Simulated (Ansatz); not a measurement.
Species: [Zr(CH3)4] (charge 0, multiplicity 1), formula C₄H₁₂Zr.

Task: How many basis functions does frozen-core CCSD(T)/def2-TZVPP // BP86-D3(BJ)/def2-SVP in Ansatz (an electronic-structure program) use, how many core orbitals are frozen, and how many electrons are correlated?

Result: 348 basis functions and 4 frozen orbitals, which leaves 40 correlated electrons. Core time is of the order of hours.
